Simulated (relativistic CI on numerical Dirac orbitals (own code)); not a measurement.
**Ti⁴⁺ in a cubic cluster: 3s photoemission with charge transfer**

Computed with a charge-transfer multiplet model of a cubic metal-ligand cluster with up to 3 ligand holes, Slater and spin-orbit integrals from Dirac-Coulomb-Breit ions, Slater integrals scaled by 0.7. The ground state mixes d0 with configurations of k ligand holes L, whose averages lie at kΔ + k(k − 1)U_dd/2; a core hole lowers each added d electron by U_cd. 300 K, Lorentzian 1.4 eV and Gaussian 0.8 eV FWHM.

Atomic integrals in eV (Slater integrals scaled, ζ unscaled), ground: F2dd 5.756, F4dd 3.579, zeta_d 0.013; with the core hole: F2dd 5.756, F4dd 3.579, zeta_d 0.022, G2cd 7.403. Where a configuration has fewer than two d electrons, the dd integrals are those of d2.

Cluster parameters (eV): U_dd = 5, U_cd = 6.2, 10Dq = 1.65, 10Dq(ligand) = 0.6, V(eg) = 1.65, V(t2g) = -0.79, final-state hopping factor = 0.8.

| Case | n_d | d0 | d1L | d2L2 | d3L3 | S |
| --- | --- | --- | --- | --- | --- | --- |
| Δ = 0 eV | 0.92 | 0.27 | 0.54 | 0.17 | 0.01 | 0.00 |
| Δ = 1 eV | 0.77 | 0.37 | 0.51 | 0.12 | 0.01 | 0.00 |
| Δ = 2 eV | 0.63 | 0.46 | 0.45 | 0.08 | 0.00 | 0.00 |

Weights, n_d and S are thermal averages at 300 K. Binding energies count from the first peak over 30 % of the highest in each spectrum, which can be another peak from case to case. The parameters are a model scan and need not match a compound or its usual spin state. Peaks in eV (height, largest 100):
- Δ = 0 eV: 0.0 (100), 4.5 (42), 6.8 (38), 14.6 (10)
- Δ = 1 eV: 0.0 (100), 4.7 (41), 6.5 (35), 9.4 (19), 13.0 (13)
- Δ = 2 eV: 0.0 (100), 4.8 (40), 6.3 (33), 9.5 (20), 11.9 (12)

Curve for Δ = 1 eV (points under 2 left out, the grid thinned):

E (eV), Intensity and a bar:
```
     -3.5        5.7 #
     -3.1        7.1 ##
     -2.6        9.7 ##
     -2.2       13.0 ###
     -1.7       20.5 ######
     -1.3       31.7 #########
     -0.9       51.6 ###############
     -0.4       86.1 ##########################
      0.0      100.0 ##############################
      0.5       82.5 #########################
      0.9       63.8 ###################
      1.3       55.7 ################
      1.8       50.0 ###############
      2.2       41.5 ############
      2.7       33.6 ##########
      3.1       33.4 ##########
      3.6       36.7 ###########
      4.0       38.5 ###########
      4.4       40.3 ############
      4.9       40.3 ############
      5.3       36.6 ###########
      5.8       33.6 ##########
      6.2       34.7 ##########
      6.6       35.3 ##########
      7.1       32.0 #########
      7.5       28.1 ########
      8.0       23.4 #######
      8.4       20.5 ######
      8.8       19.1 #####
      9.3       18.9 #####
      9.7       18.7 #####
     10.2       17.1 #####
     10.6       14.5 ####
     11.1       11.0 ###
     11.5        9.6 ##
     11.9        9.8 ##
     12.4       11.5 ###
     12.8       13.0 ###
     13.3       12.4 ###
     13.7        9.7 ##
     14.1        6.9 #
     14.6        4.6 #
     15.0        3.5 
     15.5        2.5 
     15.9        2.0
```

A d0 ion has no d-d gap: its lowest excitations are ligand-to-metal charge transfer. With the core hole the configuration with one ligand hole lies at Δ − U_cd = -6.2, -5.2, -4.2 eV from the one without, in the order of the table; where this is negative the screened configuration lies lower.

Without intra-shell correlation the exchange splitting of the 3s hole comes out too large.
